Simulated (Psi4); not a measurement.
H₃AlBrN (SMILES [NH2][AlH][Br]), singlet, at a GFN2-xTB geometry (such geometries of metal compounds can be far from the true shape); PBE0/def2-SV(P) (Psi4 1.11).

Psi4 was given this input:
```
memory 2 GB

molecule {
0 1
  Al   -0.28377163   -1.17553513   -0.02428722
  H    -1.25956951   -1.85424425   -0.97036887
  Br   -0.02854355    1.04198164   -0.29997487
  N     0.59572225   -2.07867747    1.21690110
  H     1.26200993   -1.70783130    1.88664105
  H     0.51555943   -3.07458287    1.38027445
}

set basis def2-sv(p)

energy('pbe0')
print_variables()
```

**Question.** Write the output that Psi4 gives for this input, abridged.

**Answer.** 
```
   => Loading Basis Set <=

    Name: DEF2-SV(P)
    Role: ORBITAL
    Keyword: BASIS

         ---------------------------------------------------------
                                   SCF
               by Justin Turney, Rob Parrish, Andy Simmonett
                          and Daniel G. A. Smith
                              RKS Reference
         ---------------------------------------------------------

  ==> Geometry <==

    Molecular point group: c1
    Full point group: C1

    Geometry (in Angstrom), charge = 0, multiplicity = 1:

       Center              X                  Y                   Z               Mass
    ------------   -----------------  -----------------  -----------------  -----------------
         AL          -0.275268912106    -1.295259163930     0.016175611928    26.981538530000
         H           -1.251066792106    -1.973968283930    -0.929906038072     1.007825032230
         BR          -0.020040832106     0.922257606070    -0.259512038072    78.918337600000
         N            0.604224967894    -2.198401503930     1.257363931928    14.003074004430
         H            1.270512647894    -1.827555333930     1.927103881928     1.007825032230
         H            0.524062147894    -3.194306903930     1.420737281928     1.007825032230

  Running in c1 symmetry.

  Rotational constants: A =      0.79623  B =      0.07619  C =      0.06954 [cm^-1]
  Rotational constants: A =  23870.42248  B =   2284.18662  C =   2084.69947 [MHz]
  Nuclear repulsion =  205.134240430194694

  Charge       = 0
  Multiplicity = 1
  Electrons    = 58
  Nalpha       = 29
  Nbeta        = 29

  ==> Algorithm <==

  SCF Algorithm Type is DF.
  DIIS enabled.
  MOM disabled.
  Fractional occupation disabled.
  Guess Type is SAD.
  Energy threshold   = 1.00e-06
  Density threshold  = 1.00e-06
  Integral threshold = 1.00e-12

  ==> Primary Basis <==

  Basis Set: DEF2-SV(P)
    Blend: DEF2-SV(P)
    Number of shells: 32
    Number of basis functions: 70
    Number of Cartesian functions: 75
    Spherical Harmonics?: true
    Max angular momentum: 2

  ==> DFT Potential <==

   => LibXC <=

    Version 7.1.2
    S. Lehtola, C. Steigemann, M. J. T. Oliveira, and M. A. L. Marques,  SoftwareX 7, 1–5 (2018) (10.1016/j.softx.2017.11.002)

   => Composite Functional: PBE0 <=

    PBE0 Hyb-GGA Exchange-Correlation Functional

    C. Adamo and V. Barone,  J. Chem. Phys. 110, 6158 (1999) (10.1063/1.478522)
    M. Ernzerhof and G. E. Scuseria,  J. Chem. Phys. 110, 5029 (1999) (10.1063/1.478401)

    Deriv               =              1
    GGA                 =           TRUE
    Meta                =          FALSE

    Exchange Hybrid     =           TRUE
    MP2 Hybrid          =          FALSE

   => Exchange Functionals <=

    0.7500   Perdew, Burke & Ernzerhof

   => Exact (HF) Exchange <=

    0.2500               HF

   => Correlation Functionals <=

    1.0000   Perdew, Burke & Ernzerhof

   => LibXC Density Thresholds  <==

    XC_HYB_GGA_XC_PBEH:  1.00E-15

   => Molecular Quadrature <=

    Radial Scheme          =       TREUTLER
    Pruning Scheme         =           NONE
    Nuclear Scheme         =       TREUTLER

    Blocking Scheme        =         OCTREE
    BS radius alpha        =              1
    Pruning alpha          =              1
    Radial Points          =             75
    Spherical Points       =            302
    Total Points           =         130085
    Total Blocks           =           1044
    Max Points             =            256
    Max Functions          =             68
    Weights Tolerance      =       1.00E-15

   => Loading Basis Set <=

    Name: (DEF2-SV(P) AUX)
    Role: JKFIT
    Keyword: DF_BASIS_SCF

  ==> Integral Setup <==

  SCF_SUBTYPE=INCORE selected. In-core MEM_DF algorithm will be used.
  Using in-core AOs.

  ==> MemDFJK: Density-Fitted J/K Matrices <==

    J tasked:                   Yes
    K tasked:                   Yes
    wK tasked:                   No
    Algorithm:                 Core
    Schwarz Cutoff:           1E-12
    Mask sparsity (%):       4.2041
    Fitting Condition:        1E-10

   => Auxiliary Basis Set <=

  Basis Set: (DEF2-SV(P) AUX)
    Blend: DEF2-UNIVERSAL-JKFIT
    Number of shells: 141
    Number of basis functions: 525
    Number of Cartesian functions: 679
    Spherical Harmonics?: true
    Max angular momentum: 5

  Minimum eigenvalue in the overlap matrix is 2.4740738796E-02.
  Reciprocal condition number of the overlap matrix is 5.4565557059E-03.
    Using symmetric orthogonalization.

  ==> Pre-Iterations <==

  SCF Guess: Superposition of Atomic Densities via on-the-fly atomic UHF (no occupation information).

   -------------------------
    Irrep   Nso     Nmo
   -------------------------
     A         70      70
   -------------------------
    Total      70      70
   -------------------------

  ==> Iterations <==

                           Total Energy        Delta E     RMS |[F,P]|

   @DF-RKS iter SAD: -2870.39515511677018   -2.87040e+03   0.00000e+00
   @DF-RKS iter   1: -2871.78141388330459   -1.38626e+00   2.18410e-02 ADIIS/DIIS
   @DF-RKS iter   2: -2871.35599419576238    4.25420e-01   2.38355e-02 ADIIS/DIIS
   @DF-RKS iter   3: -2872.27001722107025   -9.14023e-01   4.87258e-03 ADIIS/DIIS
   @DF-RKS iter   4: -2872.31795997631798   -4.79428e-02   6.27779e-04 ADIIS/DIIS
   @DF-RKS iter   5: -2872.31862849085428   -6.68515e-04   2.14095e-04 ADIIS/DIIS
   @DF-RKS iter   6: -2872.31877114932786   -1.42658e-04   5.44405e-05 DIIS
   @DF-RKS iter   7: -2872.31878077686360   -9.62754e-06   7.55427e-06 DIIS
   @DF-RKS iter   8: -2872.31878093473279   -1.57869e-07   1.05734e-06 DIIS
   @DF-RKS iter   9: -2872.31878093856540   -3.83261e-09   3.22845e-07 DIIS
  Energy and wave function converged.

  ==> Post-Iterations <==

   Electrons on quadrature grid:
      Ntotal   =   57.9999788530 ; deviation = -2.115e-05

    Orbital Energies [Eh]
    ---------------------

    Doubly Occupied:

       1A   -483.175891     2A    -62.610092     3A    -56.398508
       4A    -56.397279     5A    -56.397041     6A    -56.161156
       7A    -14.368953     8A     -8.755846     9A     -6.565819
      10A     -6.560646    11A     -6.559834    12A     -4.196044
      13A     -2.731654    14A     -2.727901    15A     -2.724980
      16A     -2.652305    17A     -2.650834    18A     -2.650202
      19A     -2.646085    20A     -2.646040    21A     -0.848887
      22A     -0.774598    23A     -0.496865    24A     -0.465172
      25A     -0.382460    26A     -0.339828    27A     -0.314836
      28A     -0.300747    29A     -0.279894

    Virtual:

      30A     -0.013180    31A      0.010979    32A      0.055465
      33A      0.107566    34A      0.120710    35A      0.132208
      36A      0.139618    37A      0.282414    38A      0.307051
      39A      0.356276    40A      0.380109    41A      0.407244
      42A      0.452693    43A      0.474556    44A      0.523377
      45A      0.542260    46A      0.565090    47A      0.602765
      48A      0.627465    49A      0.656198    50A      0.679556
      51A      0.720703    52A      0.729282    53A      0.750443
      54A      0.772876    55A      0.822055    56A      0.879597
      57A      0.919288    58A      0.979670    59A      1.104231
      60A      1.166982    61A      2.122735    62A      2.247256
      63A      2.466425    64A      2.607254    65A      2.653317
      66A      3.461242    67A      3.462389    68A      3.508365
      69A      3.531286    70A      3.707207

    Final Occupation by Irrep:
              A
    DOCC [    29 ]
    NA   [    29 ]
    NB   [    29 ]

  @DF-RKS Final Energy: -2872.31878093856540

   => Energetics <=

    Nuclear Repulsion Energy =            205.1342404301946942
    One-Electron Energy =               -4405.1461340309888328
    Two-Electron Energy =                1416.4480707672692006
    DFT Exchange-Correlation Energy =     -88.7549581050407568
    Empirical Dispersion Energy =           0.0000000000000000
    VV10 Nonlocal Energy =                  0.0000000000000000
    Total Energy =                      -2872.3187809385653964

Computation Completed

Properties will be evaluated at   0.000000,   0.000000,   0.000000 [a0]

Properties computed using the SCF density matrix

 Multipole Moments:

 ------------------------------------------------------------------------------------
     Multipole            Electronic (a.u.)      Nuclear  (a.u.)        Total (a.u.)
 ------------------------------------------------------------------------------------

 L = 1.  Multiply by 2.5417464519 to convert [e a0] to [Debye]
 Dipole X            :         -0.6558680            0.9319332            0.2760652
 Dipole Y            :         12.3072847          -13.1222468           -0.8149622
 Dipole Z            :         -3.9090021            4.4348929            0.5258908
 Magnitude           :                                                    1.0084327

 ------------------------------------------------------------------------------------

  Variable Map:
  ----------------------------------------------------------------------------
  "CURRENT ENERGY"              =>   -2872.318780938565
  "CURRENT REFERENCE ENERGY"    =>   -2872.318780938565
  "DD SOLVATION ENERGY"         =>       0.000000000000
  "DFT FUNCTIONAL TOTAL ENERGY" =>   -2872.318780938565
  "DFT TOTAL ENERGY"            =>   -2872.318780938565
  "DFT VV10 ENERGY"             =>       0.000000000000
  "DFT XC ENERGY"               =>     -88.754958105041
  "GRID ELECTRONS ALPHA"        =>      28.999989426503
  "GRID ELECTRONS BETA"         =>      28.999989426503
  "GRID ELECTRONS TOTAL"        =>      57.999978853007
  "NUCLEAR REPULSION ENERGY"    =>     205.134240430195
  "ONE-ELECTRON ENERGY"         =>   -4405.146134030989
  "PCM POLARIZATION ENERGY"     =>       0.000000000000
  "PE ENERGY"                   =>       0.000000000000
  "SCF ITERATION ENERGY"        =>   -2872.318780938565
  "SCF ITERATIONS"              =>       9.000000000000
  "SCF TOTAL ENERGY"            =>   -2872.318780938565
  "TWO-ELECTRON ENERGY"         =>    1416.448070767269
  "XC GRID RADIAL POINTS"       =>      75.000000000000
  "XC GRID SPHERICAL POINTS"    =>     302.000000000000
  "XC GRID TOTAL POINTS"        =>  130085.000000000000

  Array Variable Map:
  ----------------------------------------------------------------------------
  "CURRENT DIPOLE"              =>       0.276065218449 ... 0.525890818530 1 by 3
  "SCF DIPOLE"                  =>       0.276065218449 ... 0.525890818530 1 by 3
  "SCF TOTAL ENERGIES"          =>   -2870.395155116770 ... -2872.318780938565 1 by 10
```
